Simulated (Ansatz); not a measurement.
C2H5NO2Si, SMILES `CO[SiH]1OC1=N` at its PBE0-D4/def2-TZVP geometry, where that method's forces vanish. Charge 0, multiplicity 1.

```xyz
11

C    -0.2513    0.5352    1.7976
O    -0.1256   -0.7865    1.2940
Si    0.0647   -1.1831   -0.2551
O    -0.8800   -0.4427   -1.4338
C     0.4738   -0.0298   -1.5585
N     1.0163    0.7654   -2.3470
H     0.1361    0.5439    2.8164
H    -1.3021    0.8307    1.8096
H     0.3139    1.2498    1.1925
H     0.2123   -2.6437   -0.3094
H     0.3420    1.1608   -3.0064
```

(1) What forces (eV/Å) does r2SCAN-D4/def2-TZVPP give on these atoms in the Gaussian-basis code of Ansatz? (An estimate is asked.)

Results:

(1) The calculation gave: 
```
C1  -0.030  0.310  0.120
O2  -0.003 -0.290 -0.008
Si3  0.144 -0.091  0.008
O4  -0.544 -0.065 -0.056
C5   0.320 -0.085  0.173
N6   0.163  0.198 -0.190
H7  -0.010  0.000 -0.022
H8   0.015 -0.006 -0.001
H9  -0.004 -0.009  0.001
H10 -0.019  0.017  0.007
H11 -0.031  0.023 -0.032
```
